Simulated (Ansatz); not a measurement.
```json
{"atom": "Be", "x (Å)": "0.0000", "y (Å)": "0.0000", "z (Å)": "-0.2717"}
{"atom": "H", "x (Å)": "0.0000", "y (Å)": "0.0000", "z (Å)": "1.0868"}
```

Basis set: def2-TZVP (spherical functions). All electrons are correlated. Charge 0, multiplicity 2.

Computed with Ansatz (development build ahead of 0.2.0); each method stands on the lowest determinant of its kind that the runs found.

The atomization energy at this shape (free ground-state atoms in the same class of orbitals less the molecule, no zero-point energy) of doublet BeH:

```json
{"method": "UHF-MP2", "atomization energy": "2.27 eV"}
```

What does UHF give?

2.13 eV. Caution for UHF: a free atom is spin contaminated.
